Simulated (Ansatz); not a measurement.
Relaxation of In10Sb11H28⁺, a nanocrystal cut from wurtzite InSb (hydrogen-capped) with RKS PBE-D4/def2-SVP.

```sh
$ ansatz run in.yaml --threads 4 --pin off --events-out ev --progress --plain --max-ram 66560MiB --backend cuda --devices 0, --max-vram 37GiB
```

```yaml
crystal:
  periodic: [false, false, false]
  atoms:
    - {symbol: Sb, position_ang: [-3.407600, -1.958100, -3.927700]}
    - {symbol: In, position_ang: [-3.432400, -1.956800, -1.120000]}
    - {symbol: Sb, position_ang: [1.161200, -4.607100, -0.186000]}
    - {symbol: In, position_ang: [1.173600, -4.615400, 2.622700]}
    - {symbol: Sb, position_ang: [1.158200, -1.972800, -3.939900]}
    - {symbol: In, position_ang: [-1.112800, -0.647100, -4.872300]}
    - {symbol: In, position_ang: [1.157500, -1.974300, -1.126600]}
    - {symbol: Sb, position_ang: [-1.125900, -0.628300, -0.176300]}
    - {symbol: Sb, position_ang: [1.128600, -1.998700, 3.547200]}
    - {symbol: In, position_ang: [-1.128100, -0.644500, 2.617800]}
    - {symbol: Sb, position_ang: [-1.090000, 1.981100, -3.938300]}
    - {symbol: In, position_ang: [-1.091200, 2.007500, -1.116800]}
    - {symbol: Sb, position_ang: [-3.420500, 3.295800, -0.188900]}
    - {symbol: Sb, position_ang: [-1.120200, 1.979400, 3.539600]}
    - {symbol: In, position_ang: [-3.413900, 3.306300, 2.613000]}
    - {symbol: Sb, position_ang: [3.461700, -0.647100, -0.199000]}
    - {symbol: In, position_ang: [3.469200, -0.634300, 2.619300]}
    - {symbol: In, position_ang: [3.448000, 2.008800, -1.134300]}
    - {symbol: Sb, position_ang: [1.182400, 3.304400, -0.177700]}
    - {symbol: Sb, position_ang: [3.459900, 1.979000, 3.545100]}
    - {symbol: In, position_ang: [1.170000, 3.324600, 2.599800]}
    - {symbol: H, position_ang: [-3.429400, -3.589000, -4.513000]}
    - {symbol: H, position_ang: [-4.813700, -1.148200, -4.530700]}
    - {symbol: H, position_ang: [-3.409000, -3.592500, -0.551200]}
    - {symbol: H, position_ang: [-4.845700, -1.138900, -0.542900]}
    - {symbol: H, position_ang: [-0.221700, -5.431800, -0.787000]}
    - {symbol: H, position_ang: [2.571900, -5.433300, -0.753100]}
    - {symbol: H, position_ang: [-0.248600, -5.460600, 3.176600]}
    - {symbol: H, position_ang: [2.603200, -5.425900, 3.184900]}
    - {symbol: H, position_ang: [1.169200, -3.585300, -4.499000]}
    - {symbol: H, position_ang: [2.586700, -1.155700, -4.507400]}
    - {symbol: H, position_ang: [-1.125700, -0.631800, -6.641700]}
    - {symbol: H, position_ang: [1.167100, -1.969900, 5.248400]}
    - {symbol: H, position_ang: [-2.537500, -1.477700, 3.207400]}
    - {symbol: H, position_ang: [-2.528100, 2.818600, -4.487700]}
    - {symbol: H, position_ang: [0.288300, 2.795500, -4.528700]}
    - {symbol: H, position_ang: [-4.790900, 2.508000, -0.775100]}
    - {symbol: H, position_ang: [-3.410700, 4.939300, -0.752000]}
    - {symbol: H, position_ang: [-1.121300, 1.998000, 5.259100]}
    - {symbol: H, position_ang: [-4.826500, 2.484700, 3.204500]}
    - {symbol: H, position_ang: [-3.390000, 4.938100, 3.157500]}
    - {symbol: H, position_ang: [4.873900, -1.420300, -0.779800]}
    - {symbol: H, position_ang: [4.862200, -1.459100, 3.181900]}
    - {symbol: H, position_ang: [3.452700, 1.992600, -2.858800]}
    - {symbol: H, position_ang: [4.874900, 2.822200, -0.549400]}
    - {symbol: H, position_ang: [1.156600, 4.937300, -0.779000]}
    - {symbol: H, position_ang: [3.460300, 1.980900, 5.253400]}
    - {symbol: H, position_ang: [4.886500, 2.807800, 2.975700]}
    - {symbol: H, position_ang: [1.176900, 4.954700, 3.191100]}
basis:
  gaussian: {orbitals: def2-SVP, fitting: {mean_field: def2-universal-jkfit}}
total_charge: 1
hamiltonian: {xc: pbe, dispersion: d4}
scf: {lower_state_search: "off"}
output: {orbitals: {seedname: orbitals}}
relax: {f_tol: 0.03, max_steps: 70}
```

Hardware: 4 threads of AMD EPYC 7R13 on a shared host and a share (37 GiB) of an NVIDIA H100 80GB HBM3. Wall time 2.2 min, peak host memory 1.4 GiB.

Positions (Å) and forces (eV/Å) at steps 1, 2, 3, 4, 5 of 17:

```xyz
49
step=1 energy=-124110.0292 eV
Sb   -3.408   -1.958   -3.928   -0.015   -0.014    0.301
In   -3.432   -1.957   -1.120   -0.588   -0.348    0.761
Sb    1.161   -4.607   -0.186    0.048    0.075    0.118
In    1.174   -4.615    2.623   -0.042   -1.055    0.963
Sb    1.158   -1.973   -3.940    0.246    0.369    0.332
In   -1.113   -0.647   -4.872   -0.222   -0.131   -1.625
In    1.157   -1.974   -1.127    0.252    0.169    0.186
Sb   -1.126   -0.628   -0.176    0.209    0.005   -0.480
Sb    1.129   -1.999    3.547    0.400    0.654   -0.642
In   -1.128   -0.644    2.618   -0.421   -0.320    0.810
Sb   -1.090    1.981   -3.938   -0.409    0.123    0.364
In   -1.091    2.007   -1.117   -0.011    0.139    0.092
Sb   -3.421    3.296   -0.189    0.639    0.231    0.188
Sb   -1.120    1.979    3.540    0.333    0.037   -0.364
In   -3.414    3.306    2.613   -0.724    0.277    0.963
Sb    3.462   -0.647   -0.199   -0.442    0.103    0.122
In    3.469   -0.634    2.619    0.067   -0.852    0.373
In    3.448    2.009   -1.134    0.874    0.272   -0.557
Sb    1.182    3.304   -0.178   -0.193    0.151   -0.149
Sb    3.460    1.979    3.545    0.043    0.322   -0.584
In    1.170    3.325    2.600   -0.271    0.658    0.738
H    -3.429   -3.589   -4.513   -0.162    0.432   -0.148
H    -4.814   -1.148   -4.531    0.267   -0.354   -0.151
H    -3.409   -3.592   -0.551    0.287   -0.250   -0.102
H    -4.846   -1.139   -0.543   -0.070    0.376   -0.108
H    -0.222   -5.432   -0.787    0.290   -0.112   -0.144
H     2.572   -5.433   -0.753   -0.415    0.004   -0.152
H    -0.249   -5.461    3.177   -0.228    0.153   -0.193
H     2.603   -5.426    3.185    0.298    0.103   -0.190
H     1.169   -3.585   -4.499    0.213    0.077   -0.254
H     2.587   -1.156   -4.507   -0.321   -0.439   -0.084
H    -1.126   -0.632   -6.642    0.053    0.018    0.218
H     1.167   -1.970    5.248   -0.030   -0.023    0.125
H    -2.538   -1.478    3.207   -0.145   -0.054   -0.125
H    -2.528    2.819   -4.488    0.646   -0.145   -0.071
H     0.288    2.796   -4.529   -0.168    0.159   -0.229
H    -4.791    2.508   -0.775   -0.333    0.116   -0.342
H    -3.411    4.939   -0.752   -0.254   -0.448   -0.121
H    -1.121    1.998    5.259    0.004   -0.012   -0.122
H    -4.827    2.485    3.204   -0.031   -0.310   -0.180
H    -3.390    4.938    3.158    0.236    0.385   -0.125
H     4.874   -1.420   -0.780    0.010   -0.031    0.009
H     4.862   -1.459    3.182    0.362   -0.173    0.089
H     3.453    1.993   -2.859   -0.275   -0.134   -0.427
H     4.875    2.822   -0.549   -0.019   -0.003    0.323
H     1.157    4.937   -0.779    0.019   -0.317    0.155
H     3.460    1.981    5.253    0.239    0.134   -0.028
H     4.886    2.808    2.976   -0.281   -0.180    0.468
H     1.177    4.955    3.191    0.038    0.166    0.001
49
step=2 energy=-124111.5807 eV
Sb   -3.391   -1.948   -3.864    0.179    0.104    0.068
In   -3.507   -2.002   -1.007   -0.181   -0.119    0.477
Sb    1.158   -4.589   -0.146   -0.038   -0.084    0.348
In    1.174   -4.736    2.753    0.025   -0.163    0.392
Sb    1.156   -1.944   -3.897   -0.373    0.073   -0.225
In   -1.144   -0.665   -5.064   -0.043    0.003    0.316
In    1.196   -1.953   -1.093   -0.066   -0.106    0.061
Sb   -1.105   -0.633   -0.219   -0.176   -0.064    0.230
Sb    1.187   -1.922    3.477   -0.495   -0.682    0.190
In   -1.186   -0.687    2.707   -0.059   -0.003   -0.175
Sb   -1.102    1.972   -3.891    0.162   -0.402   -0.289
In   -1.089    2.025   -1.096    0.047   -0.062    0.110
Sb   -3.378    3.288   -0.152   -0.302   -0.020    0.375
Sb   -1.083    1.988    3.486   -0.420    0.005    0.030
In   -3.501    3.357    2.747   -0.212    0.192    0.400
Sb    3.420   -0.622   -0.173    0.284    0.335    0.205
In    3.505   -0.762    2.681    0.678    0.273   -0.098
In    3.556    2.045   -1.230    0.195    0.198   -0.227
Sb    1.176    3.294   -0.174    0.413   -0.171    0.303
Sb    3.433    1.993    3.486   -0.117   -0.350   -0.037
In    1.130    3.425    2.698    0.128    0.327   -0.171
H    -3.459   -3.525   -4.543   -0.080    0.154   -0.099
H    -4.776   -1.206   -4.561    0.091   -0.149   -0.096
H    -3.363   -3.663   -0.551    0.157   -0.154   -0.048
H    -4.884   -1.064   -0.543   -0.038    0.218   -0.051
H    -0.169   -5.453   -0.812    0.162    0.005   -0.114
H     2.507   -5.440   -0.785   -0.167    0.015   -0.141
H    -0.330   -5.468    3.169   -0.234    0.066   -0.037
H     2.691   -5.439    3.176    0.239    0.028   -0.064
H     1.210   -3.544   -4.535    0.145    0.196   -0.033
H     2.563   -1.215   -4.535    0.059   -0.130   -0.121
H    -1.119   -0.629   -6.738    0.046    0.027   -0.796
H     1.168   -1.964    5.212    0.044    0.063   -0.249
H    -2.605   -1.513    3.206   -0.253   -0.152    0.026
H    -2.450    2.817   -4.515    0.088    0.118   -0.113
H     0.239    2.816   -4.560   -0.211    0.045   -0.035
H    -4.795    2.559   -0.813    0.168    0.184   -0.083
H    -3.454    4.882   -0.782   -0.073   -0.130   -0.143
H    -1.116    1.996    5.214    0.046   -0.006   -0.164
H    -4.873    2.415    3.198   -0.068   -0.221   -0.065
H    -3.357    5.028    3.154    0.127    0.176   -0.069
H     4.844   -1.409   -0.764   -0.200    0.005    0.069
H     4.946   -1.516    3.211    0.304   -0.142    0.092
H     3.414    1.972   -2.955   -0.154   -0.099   -0.182
H     4.907    2.839   -0.489    0.037    0.008    0.182
H     1.159    4.906   -0.759   -0.058    0.019    0.000
H     3.502    2.009    5.211    0.116    0.092   -0.218
H     4.872    2.800    3.043    0.062    0.055    0.147
H     1.179    5.045    3.220    0.018    0.427    0.124
49
step=3 energy=-124112.3538 eV
Sb   -3.328   -1.912   -3.822    0.044    0.028   -0.074
In   -3.553   -2.037   -0.906   -0.063   -0.034    0.267
Sb    1.145   -4.572   -0.056    0.027   -0.141    0.062
In    1.183   -4.840    2.869   -0.015   -0.243    0.196
Sb    1.086   -1.893   -3.921   -0.035    0.002   -0.176
In   -1.163   -0.670   -5.219   -0.090   -0.059    0.019
In    1.194   -1.937   -1.073   -0.039   -0.061    0.076
Sb   -1.134   -0.651   -0.185   -0.128   -0.060    0.121
Sb    1.182   -2.018    3.425   -0.133   -0.084    0.094
In   -1.226   -0.712    2.729    0.056    0.042   -0.173
Sb   -1.087    1.885   -3.915    0.028   -0.030   -0.191
In   -1.072    2.012   -1.070   -0.010   -0.040    0.094
Sb   -3.380    3.263   -0.055   -0.174    0.106    0.072
Sb   -1.142    2.026    3.427   -0.081    0.003    0.053
In   -3.595    3.432    2.867   -0.198    0.083    0.211
Sb    3.405   -0.536   -0.126    0.187    0.126    0.033
In    3.608   -0.826    2.720    0.172    0.042   -0.064
In    3.625    2.096   -1.307    0.160    0.088   -0.117
Sb    1.247    3.229   -0.117    0.162    0.060    0.019
Sb    3.399    1.951    3.432   -0.101   -0.029    0.097
In    1.117    3.553    2.728    0.029    0.029   -0.028
H    -3.446   -3.457   -4.565    0.006    0.044   -0.025
H    -4.711   -1.230   -4.581    0.035   -0.021   -0.016
H    -3.307   -3.721   -0.541    0.002    0.051   -0.060
H    -4.892   -0.987   -0.534    0.058   -0.024   -0.063
H    -0.130   -5.440   -0.812    0.034    0.062   -0.040
H     2.445   -5.421   -0.793   -0.055    0.055   -0.044
H    -0.408   -5.457    3.201    0.073    0.030   -0.015
H     2.777   -5.454    3.188   -0.068    0.021   -0.038
H     1.224   -3.474   -4.577    0.030    0.047    0.020
H     2.523   -1.240   -4.591    0.003   -0.027   -0.006
H    -1.107   -0.623   -6.932    0.011    0.003   -0.211
H     1.182   -2.004    5.147    0.018    0.034   -0.040
H    -2.666   -1.555    3.199   -0.083   -0.042    0.037
H    -2.388    2.795   -4.565    0.032    0.019    0.006
H     0.195    2.794   -4.603   -0.040    0.009    0.013
H    -4.769    2.588   -0.809    0.091    0.006   -0.038
H    -3.478    4.817   -0.781    0.019   -0.071   -0.051
H    -1.137    2.019    5.149    0.036   -0.006   -0.027
H    -4.921    2.360    3.211    0.068    0.054   -0.021
H    -3.342    5.125    3.167   -0.010   -0.068   -0.029
H     4.785   -1.380   -0.721   -0.089   -0.034   -0.007
H     5.078   -1.567    3.245    0.087   -0.026    0.030
H     3.366    1.942   -3.028   -0.040   -0.019    0.083
H     4.936    2.852   -0.444   -0.032   -0.023   -0.043
H     1.176    4.842   -0.713   -0.054   -0.021   -0.022
H     3.527    2.016    5.144    0.030    0.024   -0.040
H     4.854    2.782    3.069    0.010    0.002    0.017
H     1.179    5.197    3.252    0.030    0.094    0.039
49
step=4 energy=-124112.4867 eV
Sb   -3.303   -1.897   -3.838    0.008    0.004   -0.023
In   -3.571   -2.051   -0.863    0.012    0.010    0.056
Sb    1.155   -4.568   -0.001    0.022   -0.090    0.055
In    1.181   -4.941    2.969   -0.010    0.011    0.021
Sb    1.052   -1.874   -3.953   -0.007    0.011   -0.095
In   -1.191   -0.688   -5.336   -0.020   -0.007    0.003
In    1.199   -1.935   -1.068   -0.027   -0.001    0.072
Sb   -1.148   -0.660   -0.174   -0.057   -0.029    0.049
Sb    1.191   -2.061    3.425    0.012   -0.096   -0.004
In   -1.212   -0.699    2.724    0.033    0.011   -0.084
Sb   -1.086    1.846   -3.949   -0.013   -0.012   -0.104
In   -1.067    2.012   -1.065   -0.008   -0.036    0.070
Sb   -3.378    3.272    0.000   -0.072    0.077    0.064
Sb   -1.176    2.060    3.434   -0.077    0.056   -0.008
In   -3.680    3.479    2.973   -0.003   -0.017    0.015
Sb    3.426   -0.496   -0.137    0.083    0.084    0.026
In    3.658   -0.846    2.720   -0.023   -0.010   -0.048
In    3.697    2.137   -1.363    0.023    0.005   -0.026
Sb    1.289    3.226   -0.133    0.101    0.036    0.029
Sb    3.344    1.927    3.484   -0.004   -0.028    0.018
In    1.109    3.593    2.727   -0.039   -0.002   -0.050
H    -3.426   -3.429   -4.606    0.006   -0.006   -0.004
H    -4.681   -1.230   -4.616   -0.005    0.007    0.001
H    -3.312   -3.745   -0.572   -0.026    0.059   -0.033
H    -4.905   -0.977   -0.566    0.041   -0.052   -0.034
H    -0.112   -5.400   -0.810   -0.002    0.047   -0.025
H     2.437   -5.391   -0.798   -0.012    0.026   -0.015
H    -0.417   -5.536    3.280    0.055    0.015   -0.015
H     2.785   -5.542    3.234   -0.054    0.017   -0.014
H     1.221   -3.455   -4.598    0.011   -0.019    0.022
H     2.501   -1.248   -4.625    0.005    0.003    0.020
H    -1.127   -0.642   -7.067    0.011    0.003    0.028
H     1.206   -2.008    5.145    0.010    0.052    0.017
H    -2.659   -1.538    3.216   -0.010   -0.002    0.024
H    -2.371    2.785   -4.591    0.000    0.011    0.025
H     0.179    2.783   -4.630    0.014    0.012    0.020
H    -4.727    2.586   -0.812    0.039   -0.028   -0.025
H    -3.461    4.797   -0.789    0.018   -0.027   -0.013
H    -1.133    2.042    5.154    0.054   -0.017    0.008
H    -4.990    2.389    3.292    0.043    0.045   -0.017
H    -3.402    5.171    3.228   -0.015   -0.051   -0.011
H     4.759   -1.395   -0.754   -0.036   -0.032    0.000
H     5.147   -1.567    3.249    0.003    0.017    0.002
H     3.354    1.937   -3.062   -0.004    0.001    0.071
H     5.013    2.889   -0.511   -0.030   -0.016   -0.058
H     1.165    4.829   -0.753   -0.040   -0.022    0.007
H     3.505    2.018    5.191   -0.020   -0.009    0.004
H     4.805    2.760    3.134   -0.009    0.001   -0.018
H     1.212    5.242    3.263    0.020   -0.010   -0.001
49
step=5 energy=-124112.5246 eV
Sb   -3.287   -1.889   -3.893   -0.013   -0.010   -0.037
In   -3.632   -2.087   -0.941    0.024    0.013    0.044
Sb    1.158   -4.549    0.027    0.018   -0.018   -0.036
In    1.174   -4.950    3.006   -0.012   -0.020   -0.021
Sb    1.046   -1.861   -3.885   -0.016    0.008    0.026
In   -1.155   -0.664   -5.331    0.036    0.023   -0.024
In    1.166   -1.890   -0.977   -0.015    0.010   -0.024
Sb   -1.237   -0.714   -0.111    0.008    0.002    0.004
Sb    1.219   -2.079    3.444   -0.017    0.059    0.030
In   -1.179   -0.683    2.776   -0.081   -0.045   -0.038
Sb   -1.076    1.840   -3.884   -0.007   -0.021    0.023
In   -1.047    1.957   -0.976   -0.003   -0.017   -0.022
Sb   -3.361    3.266    0.030   -0.004    0.025   -0.040
Sb   -1.181    2.091    3.447    0.038   -0.045    0.032
In   -3.696    3.478    3.009   -0.022    0.001   -0.019
Sb    3.435   -0.440   -0.148    0.019   -0.097   -0.043
In    3.659   -0.865    2.677    0.064    0.014    0.042
In    3.705    2.140   -1.460    0.028    0.022   -0.009
Sb    1.340    3.200   -0.143   -0.069    0.062   -0.042
Sb    3.272    1.884    3.462    0.007    0.004    0.068
In    1.090    3.599    2.683    0.040    0.056    0.043
H    -3.392   -3.414   -4.677    0.000    0.004    0.005
H    -4.661   -1.216   -4.674    0.004    0.000    0.001
H    -3.390   -3.783   -0.691   -0.004   -0.002    0.001
H    -4.972   -1.018   -0.692   -0.005   -0.002    0.001
H    -0.115   -5.299   -0.852    0.008    0.023    0.035
H     2.429   -5.317   -0.838   -0.006   -0.001    0.028
H    -0.427   -5.524    3.283   -0.042   -0.023    0.019
H     2.766   -5.574    3.230    0.035   -0.009    0.022
H     1.234   -3.460   -4.478   -0.002   -0.008   -0.010
H     2.516   -1.252   -4.524    0.018    0.006   -0.004
H    -1.038   -0.600   -7.057    0.001    0.003    0.021
H     1.277   -1.875    5.155    0.013   -0.046   -0.037
H    -2.596   -1.497    3.402    0.028    0.016   -0.010
H    -2.364    2.805   -4.477   -0.007    0.002   -0.009
H     0.189    2.806   -4.522    0.015    0.012   -0.003
H    -4.644    2.531   -0.848    0.024   -0.005    0.035
H    -3.403    4.753   -0.831   -0.003   -0.006    0.028
H    -0.978    2.037    5.159   -0.034    0.034   -0.040
H    -4.987    2.373    3.291   -0.043   -0.026    0.019
H    -3.447    5.171    3.229    0.009    0.035    0.023
H     4.685   -1.442   -0.787   -0.034    0.013    0.003
H     5.167   -1.529    3.228   -0.018    0.006   -0.021
H     3.259    1.888   -3.117   -0.024   -0.016   -0.030
H     5.051    2.914   -0.702    0.036    0.019   -0.015
H     1.096    4.783   -0.782   -0.006   -0.036    0.003
H     3.384    1.949    5.175    0.010    0.005   -0.009
H     4.733    2.729    3.145    0.008    0.001    0.015
H     1.270    5.236    3.240   -0.005   -0.026   -0.024
```

In the def2 sets In, Sb take a core potential; there is no spin–orbit coupling. Single mean-field runs in def2-SVP are fitted with def2-universal-jkfit.
